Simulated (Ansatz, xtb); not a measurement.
Two isomers of C5H3BrO2

We compare I, `O=C1C=C(Br)C(=O)C1`, a singlet, with II, `O=C(Br)c1ccoc1`, a singlet. Both are isolated molecules in the gas phase, relaxed with PBE-D3(BJ)/def2-SVP, each in the lowest conformer that the search found.

Estimate which is lower in electronic energy at CCSD(T)/def2-SVP + ΔMP2/def2-TZVPP, and by roughly how much.

Too close to call at this level: CCSD(T)/def2-SVP + ΔMP2/def2-TZVPP gives E(II) − E(I) = −0.012 eV.

How the difference moves with the method:

```json
{"level": "GFN2-xTB", "geometry": "GFN2-xTB", "E(II) − E(I) (eV)": "−0.794", "departure from the last row (eV)": "−0.781", "job, with rough time for the two": "optimisation, 0.11 s"}
{"level": "HF/STO-3G", "geometry": "GFN2-xTB", "E(II) − E(I) (eV)": "−0.047", "departure from the last row (eV)": "−0.035", "job, with rough time for the two": "single point, 0.44 s"}
{"level": "r2SCAN-D4/def2-SVP", "geometry": "GFN2-xTB", "E(II) − E(I) (eV)": "−0.191", "departure from the last row (eV)": "−0.178", "job, with rough time for the two": "single point, 3.5 s"}
{"level": "PBE-D3(BJ)/def2-SVP", "geometry": "PBE-D3(BJ)/def2-SVP", "E(II) − E(I) (eV)": "−0.232", "departure from the last row (eV)": "−0.220", "job, with rough time for the two": "optimisation, 16 s"}
{"level": "HF/def2-SVP", "geometry": "PBE-D3(BJ)/def2-SVP", "E(II) − E(I) (eV)": "+0.206", "departure from the last row (eV)": "+0.218", "job, with rough time for the two": "part of the CCSD(T) run"}
{"level": "MP2/def2-SVP", "geometry": "PBE-D3(BJ)/def2-SVP", "E(II) − E(I) (eV)": "−0.164", "departure from the last row (eV)": "−0.151", "job, with rough time for the two": "part of the CCSD(T) run"}
{"level": "CCSD(T)/def2-SVP", "geometry": "PBE-D3(BJ)/def2-SVP", "E(II) − E(I) (eV)": "−0.045", "departure from the last row (eV)": "−0.032", "job, with rough time for the two": "single point"}
{"level": "CCSD(T)/def2-SVP + ΔMP2/def2-TZVPP", "geometry": "PBE-D3(BJ)/def2-SVP", "E(II) − E(I) (eV)": "−0.012", "departure from the last row (eV)": "", "job, with rough time for the two": "single point, 87 s"}
```

As drawn, II has 3 C∷C, 2 C∷O in place of 1 C=O, 3 C–C, 1 C=C (∷ is an aromatic bond). Structure I has a 5-membered ring, II a 5-membered ring (with an aromatic ring).

The largest departure from CCSD(T)/def2-SVP + ΔMP2/def2-TZVPP is that of GFN2-xTB, 0.781 eV. The last row adds to CCSD(T) the change of the MP2 difference between the two basis sets, here +0.032 eV.

With thermal terms from frequencies at re-optimised GFN2-xTB minima (ideal gas, soft modes damped towards free rotors, one conformer each, 298.15 K, 1 atm): the zero-point term adds +0.043 eV; ΔH is +0.022 and ΔG +0.039 eV.

The correlated steps freeze 16 core orbitals; the filled d shell of Br is correlated, in a basis made for valence electrons. Programs: Ansatz 0.2.0, xtb 6.7.1; the last row on 4 threads of Arm Neoverse V2 on a shared host.
